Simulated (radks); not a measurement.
Results of a calculation; reference values are marked as such.
Task: The table gives one normalised radial function P(r) = r R(r) (large component) of Cr3+ in [Ar] 3d3 (r in bohr). Level of theory: Dirac Kohn-Sham, PBE, spin-unpolarised, spherical densities, point nucleus; open shells fill j = l - 1/2 first (a radial shooting solver on a logarithmic mesh with Libxc functionals).

| r | P |
|---|---|
| 0.002666 | 0.0000 |
| 0.003389 | 0.0000 |
| 0.004309 | 0.0000 |
| 0.005477 | 0.0000 |
| 0.006963 | 0.0000 |
| 0.008852 | 0.0001 |
| 0.01125 | 0.0002 |
| 0.01442 | 0.0003 |
| 0.01833 | 0.0006 |
| 0.0233 | 0.0012 |
| 0.02963 | 0.0024 |
| 0.03766 | 0.0046 |
| 0.04788 | 0.0088 |
| 0.06086 | 0.0163 |
| 0.07737 | 0.0297 |
| 0.09836 | 0.0526 |
| 0.125 | 0.0905 |
| 0.159 | 0.1497 |
| 0.2021 | 0.2368 |
| 0.2569 | 0.3554 |
| 0.3266 | 0.5022 |
| 0.4151 | 0.6625 |
| 0.5278 | 0.8103 |
| 0.6763 | 0.9126 |
| 0.8597 | 0.9274 |
| 1.093 | 0.8485 |
| 1.389 | 0.6933 |
| 1.766 | 0.4986 |
| 2.245 | 0.3073 |
| 2.854 | 0.1548 |
| 3.629 | 0.0594 |

Which n and l does it have? It may be an empty orbital.

Result: n = 3, l = 2: the number of nodes gives n - l - 1 = 0, the rise at small r points to l (for j = l - 1/2 the large component starts as r^gamma with gamma = sqrt(l^2 - (Z/c)^2) = 1.99 and the r^(l+1) term takes over further out; the orbital of l - 1 with the same j starts with the same power, but with a larger coefficient, and does not steepen), and the extent must fit the shell. The curve is that of 3d3/2; the two j differ most near the nucleus, where j = l - 1/2 has the larger amplitude, and in heavy atoms j = l - 1/2 is also the more compact. 3d3/2: eigenvalue -39.157 eV, 0 radial nodes, <r> = 1.11 bohr, 90 % of the charge inside 1.85 bohr.
